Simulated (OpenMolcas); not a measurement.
**Ru2+: effect of the level shift or regulariser**

```json
{"Program": "OpenMolcas 26.06", "Basis": "ANO-R1 [6s4p3d1f]", "Scalar Hamiltonian": "X2C, finite nucleus", "Active space": "6 electrons in 5 orbitals (4d)", "State averaging": "2S+1 = 5 even, 5 roots; 2S+1 = 3 even, 45 roots; 2S+1 = 1 even, 50 roots", "Spin-orbit coupling": "state interaction with AMFI integrals over the reference wave functions, term energies averaged over their components"}
```

Methods on the same reference wave functions:
A. CASSCF
B. MS-CASPT2, IPEA 0.25 Eh, imaginary shift 0.1 Eh (closed shells correlated: 4s 4p)
C. MS-CASPT2, IPEA 0.25 Eh, sigma2 regulariser 0.3 Eh (closed shells correlated: 4s 4p)

Energies in cm-1 above 4d6 5D4, the measured ground level; measured values from Moore, Atomic Energy Levels, vol. III, NSRDS-NBS 35 (1971 reprint of NBS Circular 467, 1958).

```csv
Level,A,B,C,Measured
4d6 5D4,0.0,0.0,0.0,0.0
4d6 5D3,1192,1206,1206,1159
4d6 5D2,1924,1909,1909,1826
4d6 5D1,2394,2370,2370,2266
4d6 5D0,2621,2590,2590,2476
4d6 3H6,17452,16630,16620,
4d6 3H5,17860,16920,16920,
4d6 3P2(1),18576,15320,15320,
4d6 3F3(1),20326,18030,18030,
4d6 3F2(1),20886,18490,18490,
4d6 3P1(1),21981,18750,18760,
4d6 3G5,22194,20510,20510,
4d6 3P0(1),22804,19460,19460,
4d6 3G4,23336,21480,21480,
4d6 3G3,23653,21760,21760,
4d6 1I6,26787,25580,25580,
4d6 3D2,28028,24620,24620,
4d6 3D1,28169,24830,24830,
4d6 3D3,28396,25060,25060,
4d6 1G4(1),28843,26370,26370,
4d6 1S0(1),33192,28880,28880,
4d6 1D2(1),34746,30300,30300,
4d6 1F3,38989,34350,34350,
4d6 3P0(2),44456,38550,38550,
```

Deviations, from unrounded energies. A percentage is the sum of absolute deviations over the sum of measured energies, with the sign that they share, or ± where signs differ.

| Against measurement | Levels | A | B | C |
| --- | --- | --- | --- | --- |
| mean absolute deviation (cm-1) | 4 | 100 | 87 | 87 |
| fine structure of the ground term (%) | 4 | +5.2 | +4.5 | +4.5 |

B, C lie about equally close to measurement and A furthest from it. The largest miss of C in the table is 4d6 5D0, by +110 cm-1. The ranking rests on the paired levels alone, and a cruder setting can come out closer through cancelling errors.

Between B and C no level of the table moves by more than 5 cm-1.

The two smallest mean deviations differ by little beside CASPT2's spread within terms, so their order carries little weight.

From A to B the spin-free energies of the other terms of 4d6 shown, above 5D, scale by factors of 0.83 to 0.95, as is usual when dynamic correlation screens the repulsion within a d or f shell.

The lowest spin-free term lies below A's lowest term by 0.280 hartree in B, 0.280 hartree in C.

CASPT2 breaks the degeneracy within a term, and the mean is taken; among the terms shown or strongly mixed into the levels shown the widest spread is 1600 cm-1 (4d6 1I, C). Levels of configurations with an s electron are missing; early in the row they begin among the upper levels of the d shell and mix with terms of their name. Without dynamic correlation excited terms often stand tens of per cent too high (terms of higher spin than the ground term too low), and those without a measured partner can miss by more than the paired ones (holds for A). The CASPT2 spread within a term exceeds the gap to the next term for 4d6 3D and 4d6 1I, 4d6 1I and 4d6 1G(1), so the order of their levels is uncertain (holds for B; C). Computed and measured levels are paired by configuration, term and J; levels that our copy of the source lacks, or whose pairing is in doubt (as where it misses far off the trend of its configuration), stay unpaired and out of the deviations. Levels of configurations outside the active space are missing. Levels that lie high or do not pair safely by name in every column are left out.

A number in round brackets counts repeated terms of one configuration in the order of the reference energies.
